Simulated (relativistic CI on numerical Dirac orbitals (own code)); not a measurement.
**Ligand-field terms of d6**

Computed with a parametric ligand-field model of a d^n configuration (Racah B and C, spin-orbit zeta, crystal field), exact diagonalisation.

Field parameters in Wybourne normalisation: Oh B⁴₀ = 21Dq, B⁴₄ = √(5/14) B⁴₀; Td as Oh with Dq negative (B⁴₀ = 21Dq, B⁴₄ = √(5/14) B⁴₀). The field is a parameter set, without covalency.

(1) Lowest levels for B = 760, C = 2680, ζ = 380 cm⁻¹, Oh, 10Dq = 14750 cm⁻¹?

(2) Lowest levels for B = 760, C = 3800, ζ = 630 cm⁻¹, Oh, 10Dq = 23350 cm⁻¹?

(3) Lowest levels for B = 300, C = 1370, ζ = 3200 cm⁻¹, Oh, 10Dq = 30650 cm⁻¹?

(4) Lowest levels for B = 550, C = 2560, ζ = 4050 cm⁻¹, Oh, 10Dq = 28650 cm⁻¹?

(5) Lowest levels for B = 380, C = 1390, ζ = 4450 cm⁻¹, Td, 10Dq = -11550 cm⁻¹?

Results:

(1) A1 0 (S 0.03), T2 5871 (S 1.99), E 5969 (S 1.94), T1 6011 (S 1.95), A1 6120 (S 1.89), T1 6204 (S 1.94), T2 6215 (S 1.89), E 7273 (S 1.09), T2 7362 (S 1.18) cm⁻¹, with S from ⟨S²⟩ = S(S + 1). The ground level has 0.07 electrons in the cubic e pair.

(2) A1 0 (S 0.02), E 12537 (S 1.09), T2 12553 (S 1.09), T1 12816 (S 1.18), A1 13025 (S 1.24), T2 14273 (S 1.99), T1 14577 (S 1.96), E 14699 (S 1.92), T2 15272 (S 1.95) cm⁻¹, with S from ⟨S²⟩ = S(S + 1). The ground level has 0.06 electrons in the cubic e pair.

(3) A1 0 (S 0.12), E 24680 (S 1.02), T2 25423 (S 0.98), T1 25574 (S 0.88), A1 29670 (S 1.01), T1 29937 (S 0.96), E 30746 (S 1.00), T2 31438 (S 1.01), A2 32028 (S 0.99) cm⁻¹, with S from ⟨S²⟩ = S(S + 1). The ground level has 0.08 electrons in the cubic e pair; its S is far from a half-integer, so spin-orbit coupling mixes spin states.

(4) A1 0 (S 0.23), E 19272 (S 1.08), T2 20414 (S 1.04), T1 20700 (S 1.01), A1 25786 (S 1.12), T1 26343 (S 1.02), E 27894 (S 1.01), T2 28872 (S 1.14), A2 30289 (S 0.99) cm⁻¹, with S from ⟨S²⟩ = S(S + 1). The ground level has 0.16 electrons in the cubic e pair; its S is far from a half-integer, so spin-orbit coupling mixes spin states.

(5) E 0 (S 1.25), T2 93 (S 1.08), A1 1346 (S 1.33), T1 2501 (S 1.44), T2 6125 (S 0.91), E 6197 (S 0.87), A2 9698 (S 1.86), T2 10708 (S 1.71), A1 11395 (S 1.36) cm⁻¹, with S from ⟨S²⟩ = S(S + 1). The ground level has 3.51 electrons in the cubic e pair; its S is far from a half-integer, so spin-orbit coupling mixes spin states.
